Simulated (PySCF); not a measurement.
PySCF 2.14 output of a UHF calculation on a single atom or ion in x2c-TZVPPall, with the spin-free X2C one-electron Hamiltonian (Gaussian nucleus):

```
SCF conv_tol = 1e-09
number electrons alpha = 38  beta = 34
cycle= 1 E= -15073.245818463  delta_E= -0.0018  |g|= 0.0126  |ddm|= 0.0399
cycle= 2 E= -15073.2459380779  delta_E= -0.00012  |g|= 0.00439  |ddm|= 0.0153
cycle= 3 E= -15073.2461623893  delta_E= -0.000224  |g|= 0.00638  |ddm|= 0.0286
cycle= 4 E= -15073.2459707962  delta_E= 0.000192  |g|= 0.00414  |ddm|= 0.0232
cycle= 5 E= -15073.2458832598  delta_E= 8.75e-05  |g|= 0.000556  |ddm|= 0.0271
cycle= 6 E= -15073.2458828915  delta_E= 3.68e-07  |g|= 0.00022  |ddm|= 0.00332
cycle= 7 E= -15073.2458829881  delta_E= -9.67e-08  |g|= 8.89e-05  |ddm|= 0.00087
cycle= 8 E= -15073.2458830176  delta_E= -2.95e-08  |g|= 2.08e-05  |ddm|= 0.000794
cycle= 9 E= -15073.2458830196  delta_E= -1.92e-09  |g|= 8.03e-06  |ddm|= 0.000133
cycle= 10 E= -15073.2458830198  delta_E= -2.73e-10  |g|= 3.33e-06  |ddm|= 6.2e-05
converged SCF energy = -15073.2458830198  <S^2> = 6.0080938  2S+1 = 5.0032365
```

The run itself started from symmetry-adapted Hartree-Fock orbitals and held the occupation by maximum overlap, so the iterations belong to that start.

Problem. Which element, charge and spin multiplicity is this?

Solution. Hf (hafnium, neutral), multiplicity 5; the state was [Xe] 4f14 5d4, high-spin 5D determinant (an excited configuration).

Spin-orbit coupling, absent here, splits the open shell strongly.
